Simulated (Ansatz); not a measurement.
`F[SiH2]O[SiH](Cl)Cl` → `Cl[Si]Cl` + `O[SiH2]F`  (silylene formation by 1,1-elimination)

Computed with Ansatz on PBE0-D4/def2-TZVP structures; ΔE is electronic, products minus reactants. CCSD(T)/CBS adds triple-zeta CCSD(T) − MP2 to the extrapolated MP2 energy (def2 sets, frozen cores). This one scheme is used for every species. DFT in def2-TZVPP. B3LYP here is the variant with VWN-RPA as its local correlation; programs differ in this. Each species was taken in one conformer, which may not be the lowest.

```csv
level,ΔE (kcal/mol)
ωB97M-V,61.8
B3LYP,57.4
MP2/def2-QZVPP,68.3
SCS-MP2/def2-QZVPP,67.0
```

Question: What does CCSD(T)/CBS give? (An estimate is asked.)

Answer: Computed: +64.7 kcal/mol. The listed levels differ from it by -2.9, -7.3, 3.6, 2.3 kcal/mol.

Largest T1 diagnostic among the species: 0.013.

From PBE to PBE0 (25 % exact exchange), in def2-TZVPP and without D4, ΔE moves by +6.1 kcal/mol. The D4 term adds +4.4 kcal/mol with B3LYP and +2.5 kcal/mol with PBE0; it sums over pairs of atoms, weighted by their polarisabilities, and B3LYP, whose exchange is more repulsive, gets the larger term.

CCSD(T)/CBS has its own doubt, a few kJ/mol and more with outer-core shells, so smaller differences from it don't rank the levels.
